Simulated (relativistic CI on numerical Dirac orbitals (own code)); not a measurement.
**Rh2+: resonant inelastic scattering at the L2,3 edge**

Computed with this model: Dirac-Coulomb-Breit CI, KLI orbitals optimised for each configuration, model QED (radiative potential, 1s self-energy scaled to tabulated hydrogen-like ionisation energies), valence Slater integrals scaled by 0.9, Kramers-Heisenberg scattering through one core-hole configuration in a parametric crystal field; configurations [Kr] 4d7 → [He] 2s2 2p5 3s2 3p6 3d10 4s2 4p6 4d8; 10 K; core-hole width 2.4 eV; summed over polarisations. Incident energies are the highest absorption maxima for each field (at most a few, so the weaker spin-orbit partner edge can be absent), on the computed scale of the free ion. Intensities are in per cent of the strongest line above 0.02 eV; levels within 1 cm⁻¹ are merged; final levels count from the ground level, the first row holds all elastic scattering, lines under 0.4 are left out and each table stops after 24 rows. The scale of the Slater integrals is a model choice and moves the terms in proportion.

Field parameters in Wybourne normalisation: D4h B²₀ = −7Ds, B⁴₀ = 21(Dq − Dt), B⁴₄ = 21√(5/14) Dq; Td as Oh with Dq negative (B⁴₀ = 21Dq, B⁴₄ = √(5/14) B⁴₀). The field is a parameter set, without covalency.

S is read from ⟨S²⟩ = S(S + 1).

D4h, 10Dq = 13900, Ds = -560, Dt = -300 cm⁻¹:

| Final level (eV) | Degeneracy | Irrep | S | 3005.8 eV | 3148.9 eV |
| --- | --- | --- | --- | --- | --- |
| 0.000 | 2 | Γ7 | 0.78 | 554.4 | 31.7 |
| 0.160 | 2 | Γ6 | 1.49 | 17.5 | 0.3 |
| 0.218 | 2 | Γ6 | 1.38 | 23.2 | 1.4 |
| 0.271 | 2 | Γ7 | 1.47 | 25.5 | 2.6 |
| 0.306 | 2 | Γ6 | 1.35 | 40.1 | 2.5 |
| 0.439 | 2 | Γ7 | 1.50 | 12.5 | 1.9 |
| 0.515 | 2 | Γ7 | 1.35 | 6.3 | 9.0 |
| 0.686 | 2 | Γ6 | 0.92 | 39.6 | 13.6 |
| 1.618 | 2 | Γ7 | 0.80 | 100.0 | 17.8 |
| 1.844 | 2 | Γ6 | 1.08 | 39.2 | 1.0 |
| 1.925 | 2 | Γ6 | 1.41 | 7.3 | 0.9 |
| 1.929 | 2 | Γ7 | 1.15 | 34.4 | 6.8 |
| 1.948 | 2 | Γ6 | 1.00 | 53.4 | 8.7 |
| 1.979 | 2 | Γ7 | 0.90 | 66.6 | 13.5 |
| 2.107 | 2 | Γ7 | 1.29 | 3.0 | 2.4 |
| 2.108 | 2 | Γ6 | 0.73 | 20.4 | 11.0 |
| 2.228 | 2 | Γ6 | 0.94 | 25.1 | 7.2 |
| 2.248 | 2 | Γ7 | 1.17 | 23.6 | 12.2 |
| 2.399 | 2 | Γ6 | 1.15 | 6.7 | 4.3 |
| 2.417 | 2 | Γ7 | 1.07 | 8.8 | 6.3 |
| 2.528 | 2 | Γ7 | 0.69 | 36.2 | 10.1 |
| 2.607 | 2 | Γ6 | 0.67 | 5.0 | 14.8 |
| 2.674 | 2 | Γ6 | 0.56 | 31.6 | 20.7 |
| 3.198 | 2 | Γ6 | 1.47 | 1.2 | 0.4 |

Td, 10Dq = -15000 cm⁻¹:

| Final level (eV) | Degeneracy | Irrep | S | 3006.1 eV | 3148.9 eV |
| --- | --- | --- | --- | --- | --- |
| 0.000 | 4 | Γ8 | 1.50 | 726.3 | 111.6 |
| 1.657 | 4 | Γ8 | 1.17 | 98.2 | 1.4 |
| 1.774 | 2 | Γ6 | 1.28 | 47.2 | 4.4 |
| 1.866 | 4 | Γ8 | 1.35 | 100.0 | 21.0 |
| 1.942 | 2 | Γ7 | 1.50 | 38.6 | 9.6 |
| 2.037 | 2 | Γ6 | 0.87 | 4.1 | 22.6 |
| 2.050 | 4 | Γ8 | 0.80 | 13.5 | 26.5 |
| 2.062 | 4 | Γ8 | 0.96 | 2.3 | 49.4 |
| 2.627 | 2 | Γ7 | 1.01 | 37.1 | 2.7 |
| 2.714 | 2 | Γ6 | 1.46 | 50.7 | 4.0 |
| 2.721 | 4 | Γ8 | 1.20 | 71.9 | 17.0 |
| 2.837 | 4 | Γ8 | 1.45 | 69.3 | 32.2 |
| 2.996 | 2 | Γ7 | 1.15 | 16.9 | 41.5 |
| 3.009 | 4 | Γ8 | 0.97 | 39.9 | 55.8 |
| 3.518 | 2 | Γ6 | 0.57 | 1.1 | 0.2 |
| 3.758 | 4 | Γ8 | 0.51 | 17.5 | 23.0 |
| 3.788 | 4 | Γ8 | 0.62 | 2.2 | 4.2 |
| 3.816 | 2 | Γ7 | 0.51 | 4.9 | 5.1 |
| 3.926 | 2 | Γ6 | 0.59 | 0.7 | 1.0 |
| 4.049 | 4 | Γ8 | 0.77 | 1.6 | 2.9 |
| 4.272 | 4 | Γ8 | 1.15 | 16.8 | 7.7 |
| 4.344 | 2 | Γ7 | 1.49 | 1.8 | 1.4 |
| 4.358 | 2 | Γ6 | 1.27 | 6.9 | 3.7 |
| 4.409 | 4 | Γ8 | 1.35 | 3.5 | 2.9 |

For the first field the strongest loss at the lowest incident energy is the level at 1.62 eV (S = 0.80, against 0.78 in the thermal ground state). Levels of other spin, the first over 8 % at 0.16 eV, appear because spin-orbit coupling of the core hole, and in heavier ions of the valence shell too, mixes spins.
